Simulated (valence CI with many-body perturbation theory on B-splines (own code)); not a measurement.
E1 line list for Sn35+

Computed by valence CI with perturbative core correlation (CI+MBPT): five valence electrons over a frozen Dirac-Fock core [Ne], a basis of 9 s, 9 p, 8 d, 6 f, 3 g, 1 h functions for each j, with the one-electron correlation potential Σ1, the two-electron term Σ2, the three-electron term Σ3, Breit, model QED; selected CI, second order for the rest (own B-spline code, finite nucleus).

No measured spectrum was set against this ion. As an estimate, large intervals hold to a few tenths of a per cent, small ones and those within an open d or f shell to about a per cent. Among the levels kept, up to 540 cm⁻¹ of a level comes from second order outside the variational space, and about a tenth of that is noise between levels of different J, which matters for small intervals.

Lines 51 to 100 of 211 in falling wavelength, among levels below 2426700 cm⁻¹, chosen from the strongest by gf and those to the six lowest levels. Wavelengths and rates use the calculated energies. Electric multipoles are in the length gauge, E1 and E2 with the static RPA response of the core. Weak lines are less certain than strong ones. Lines between different terms over intervals too small for the method are left out, as are lines whose strength nearly cancels. Where a level lies close to another of its J and parity, the split of strength between their lines is uncertain. The highest levels of a list are the least certain.

Levels are named by their leading jj configuration (3d3/2^4 stands for four electrons in 3d with j = 3/2), which in mixed levels can hold well under half, so a name can repeat and another be missing. Letters in brackets count levels of one name in rising energy.

```tsv
λ vac (nm)	Upper	Lower	A (s⁻¹)	log gf	Branch %
13.69	(3s 3p1/2^2 3p3/2 3d3/2) J=5/2	(3s^2 3p1/2 3p3/2 3d3/2) J=5/2 [a]	2.74e+09	-1.33	28.6
13.69	(3s 3p1/2^2 3p3/2^2) J=5/2	(3s^2 3p1/2 3p3/2^2) J=3/2	3.21e+09	-1.27	47.8
13.67	(3s 3p1/2^2 3p3/2 3d3/2) J=1/2	(3s^2 3p1/2 3p3/2 3d3/2) J=1/2 [a]	3.23e+09	-1.74	43.3
13.56	(3s 3p1/2^2 3p3/2 3d3/2) J=3/2 [a]	(3s^2 3p1/2 3p3/2 3d3/2) J=3/2 [a]	2.18e+09	-1.62	17.3
13.55	(3s 3p1/2^2 3p3/2 3d3/2) J=3/2 [a]	(3s^2 3p1/2 3p3/2 3d3/2) J=5/2 [a]	1.62e+09	-1.75	12.9
13.53	(3s 3p1/2^2 3p3/2 3d3/2) J=1/2	(3s^2 3p1/2 3p3/2 3d3/2) J=3/2 [a]	1.38e+09	-2.12	18.5
13.44	(3s 3p1/2^2 3p3/2 3d3/2) J=3/2 [b]	(3s^2 3p1/2 3p3/2 3d5/2) J=5/2 [a]	1.67e+08	-2.74	0.4
13.27	(3s 3p1/2^2 3p3/2 3d3/2) J=7/2	(3s^2 3p1/2 3p3/2 3d3/2) J=5/2 [a]	6.01e+08	-1.90	9.5
13.11	(3s^2 3p1/2 3p3/2 3d3/2) J=5/2 [b]	(3s^2 3p3/2^3) J=3/2	5.73e+08	-2.05	0.2
12.92	(3s 3p1/2^2 3p3/2^2) J=1/2	(3s^2 3p1/2 3p3/2^2) J=1/2	7.68e+09	-1.42	15.1
12.86	(3s^2 3p1/2 3p3/2 3d3/2) J=1/2 [b]	(3s^2 3p3/2^3) J=3/2	1.91e+09	-2.02	0.8
12.67	(3s 3p1/2^2 3p3/2^2) J=3/2	(3s^2 3p1/2 3p3/2^2) J=1/2	3.77e+07	-3.44	0.0
12.60	(3s^2 3p1/2 3p3/2 3d5/2) J=3/2 [a]	(3s^2 3p3/2^3) J=3/2	2.16e+08	-2.69	0.2
12.44	(3s^2 3p1/2 3p3/2 3d3/2) J=3/2 [b]	(3s^2 3p3/2^3) J=3/2	1.38e+08	-2.89	0.0
12.39	(3s 3p1/2^2 3p3/2 3d5/2) J=5/2	(3s^2 3p1/2 3p3/2 3d5/2) J=5/2 [a]	3.32e+09	-1.34	8.1
12.21	(3s 3p1/2^2 3p3/2 3d5/2) J=3/2	(3s^2 3p1/2 3p3/2 3d5/2) J=5/2 [a]	1.01e+10	-1.04	22.4
12.03	(3s 3p1/2^2 3p3/2 3d3/2) J=3/2 [b]	(3s^2 3p1/2 3p3/2 3d3/2) J=1/2 [a]	6.83e+08	-2.23	1.6
11.92	(3s 3p1/2^2 3p3/2 3d3/2) J=3/2 [b]	(3s^2 3p1/2 3p3/2 3d3/2) J=3/2 [a]	6.53e+08	-2.25	1.5
11.91	(3s 3p1/2^2 3p3/2 3d3/2) J=3/2 [b]	(3s^2 3p1/2 3p3/2 3d3/2) J=5/2 [a]	4.57e+09	-1.41	10.7
11.89	(3s^2 3p1/2^2 3d5/2) J=5/2	(3s^2 3p1/2 3p3/2^2) J=5/2	7.57e+08	-2.02	1.4
11.78	(3s^2 3p1/2 3p3/2 3d3/2) J=1/2 [c]	(3s^2 3p3/2^3) J=3/2	7.04e+08	-2.53	0.2
11.78	(3s^2 3p1/2 3p3/2 3d3/2) J=5/2 [c]	(3s^2 3p3/2^3) J=3/2	1.73e+09	-1.67	0.8
11.59	(3s 3p1/2^2 3p3/2^2) J=3/2	(3s^2 3p1/2 3p3/2^2) J=5/2	7.43e+09	-1.22	9.1
11.53	(3s 3p1/2^2 3p3/2 3d5/2) J=5/2	(3s 3p1/2 3p3/2^3) J=3/2 [a]	4.28e+09	-1.29	10.4
11.38	(3s 3p1/2^2 3p3/2 3d5/2) J=3/2	(3s 3p1/2 3p3/2^3) J=3/2 [a]	4.75e+09	-1.43	10.5
11.11	(3s^2 3p1/2^2 3d5/2) J=5/2	(3s^2 3p1/2 3p3/2^2) J=3/2	1.34e+09	-1.83	2.4
11.08	(3s 3p1/2^2 3p3/2 3d5/2) J=5/2	(3s^2 3p1/2 3p3/2 3d3/2) J=5/2 [a]	1.46e+08	-2.79	0.4
11.03	(3s 3p1/2^2 3p3/2 3d5/2) J=3/2	(3s^2 3p1/2 3p3/2 3d3/2) J=1/2 [a]	6.88e+08	-2.30	1.5
11.03	(3s 3p1/2^2 3p3/2^2) J=1/2	(3s^2 3p1/2 3p3/2^2) J=3/2	3.74e+07	-3.87	0.1
10.99	(3s 3p1/2^2 3p3/2 3d3/2) J=5/2	(3s 3p1/2^2 3p3/2^2) J=3/2	1.36e+09	-1.83	14.1
10.99	(3s^2 3p1/2 3p3/2 3d5/2) J=3/2 [b]	(3s^2 3p3/2^3) J=3/2	5.55e+08	-2.40	0.3
10.94	(3s 3p1/2^2 3p3/2 3d5/2) J=3/2	(3s^2 3p1/2 3p3/2 3d3/2) J=3/2 [a]	4.63e+08	-2.48	1.0
10.93	(3s 3p1/2^2 3p3/2 3d5/2) J=3/2	(3s^2 3p1/2 3p3/2 3d3/2) J=5/2 [a]	1.35e+09	-2.02	3.0
10.91	(3s^2 3p1/2 3p3/2 3d5/2) J=5/2 [b]	(3s^2 3p3/2^3) J=3/2	1.53e+09	-1.78	0.5
10.90	(3s 3p1/2^2 3p3/2 3d3/2) J=3/2 [a]	(3s 3p1/2^2 3p3/2^2) J=3/2	1.57e+09	-1.95	12.5
10.88	(3s 3p1/2^2 3p3/2 3d3/2) J=1/2	(3s 3p1/2^2 3p3/2^2) J=3/2	1.07e+09	-2.42	14.3
10.85	(3s 3p1/2^2 3p3/2^2) J=3/2	(3s^2 3p1/2 3p3/2^2) J=3/2	3.27e+09	-1.64	4.0
10.73	(3s 3p1/2^2 3p3/2 3d3/2) J=5/2	(3s^2 3p1/2^2 3d5/2) J=5/2	1.49e+09	-1.81	15.6
10.72	(3s 3p1/2^2 3p3/2 3d3/2) J=3/2 [a]	(3s 3p1/2^2 3p3/2^2) J=1/2	9.98e+08	-2.16	7.9
10.70	(3s 3p1/2^2 3p3/2 3d3/2) J=1/2	(3s 3p1/2^2 3p3/2^2) J=1/2	6.97e+08	-2.62	9.3
10.65	(3s 3p1/2^2 3p3/2 3d3/2) J=3/2 [a]	(3s^2 3p1/2^2 3d5/2) J=5/2	7.10e+08	-2.32	5.6
10.48	(3s 3p1/2^2 3p3/2 3d3/2) J=7/2	(3s^2 3p1/2^2 3d5/2) J=5/2	1.14e+09	-1.82	18.1
10.47	(3s 3p1/2 3p3/2^3) J=3/2 [b]	(3s^2 3p3/2^3) J=3/2	6.88e+09	-1.34	2.4
10.31	(3s^2 3p1/2 3p3/2 3d3/2) J=3/2 [a]	(3s^2 3p1/2 3p3/2^2) J=1/2	2.16e+06	-4.86	0.0
10.23	(3s^2 3p1/2 3p3/2 3d3/2) J=1/2 [a]	(3s^2 3p1/2 3p3/2^2) J=1/2	1.39e+07	-4.36	0.4
9.993	(3s^2 3p1/2 3p3/2 3d5/2) J=1/2	(3s^2 3p3/2^3) J=3/2	1.74e+09	-2.28	0.6
9.950	(3s 3p1/2 3p3/2^3) J=3/2 [a]	(3s^2 3p1/2 3p3/2^2) J=1/2	1.34e+08	-3.10	1.7
9.808	(3s 3p1/2^2 3p3/2 3d3/2) J=3/2 [b]	(3s 3p1/2^2 3p3/2^2) J=3/2	3.44e+09	-1.70	8.1
9.662	(3s 3p1/2^2 3p3/2 3d3/2) J=3/2 [b]	(3s 3p1/2^2 3p3/2^2) J=1/2	2.67e+08	-2.82	0.6
9.606	(3s 3p1/2^2 3p3/2 3d3/2) J=3/2 [b]	(3s^2 3p1/2^2 3d5/2) J=5/2	4.02e+08	-2.65	0.9
```
